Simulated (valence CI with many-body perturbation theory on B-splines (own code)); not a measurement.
## Cl+: configurations and terms from energies and g

Computed by valence CI with perturbative core correlation (CI+MBPT): six valence electrons over a frozen Dirac-Fock core [Ne], a basis of 9 s, 9 p, 8 d, 6 f, 3 g, 1 h functions for each j, with the one-electron correlation potential Σ1 (screened to all orders), the two-electron term Σ2, the three-electron term Σ3, Breit, model QED; selected single and double excitations, second order for the rest, scaled by the run's own slope (own B-spline code, finite nucleus).

Against 32 measured levels this calculation errs by 179 cm⁻¹ on average and by 395 at most. Among the levels kept, up to 2000 cm⁻¹ of a level comes from second order outside the variational space, and about a tenth of that is noise between levels of different J, which matters for small intervals.

```
No.  J  Parity  E (cm⁻¹)      g
  1  2    even       0.0  1.500
  2  1    even       680  1.501
  4  2    even     11757  1.001
  9  2     odd    107531  2.002
 10  4     odd    110077  1.501
 12  3     odd    110100  1.501
 13  1     odd    110105  1.501
 14  2     odd    110108  1.501
 15  1     odd    112293  2.001
 17  3     odd    119733  1.334
 18  2     odd    119734  1.166
 19  1     odd    119771  0.499
 21  2     odd    126042  0.667
 22  3     odd    126226  1.084
```

Energies count from the lowest level. Strongly mixed levels and levels close to another of their J and parity, and those with J = 0 are left out, so the numbers can have gaps.

Problem. Give configuration and LS term of each level.

Solution. 1: 3s²3p⁴ ³P; 2: 3s²3p⁴ ³P; 4: 3s²3p⁴ ¹D; 9: 3s²3p³4s ⁵S°; 10: 3s²3p³3d ⁵D°; 12: 3s²3p³3d ⁵D°; 13: 3s²3p³3d ⁵D°; 14: 3s²3p³3d ⁵D°; 15: 3s²3p³4s ³S°; 17: 3s²3p³3d ³D°; 18: 3s²3p³3d ³D°; 19: 3s²3p³3d ³D°; 21: 3s²3p³3d ³F°; 22: 3s²3p³3d ³F°.
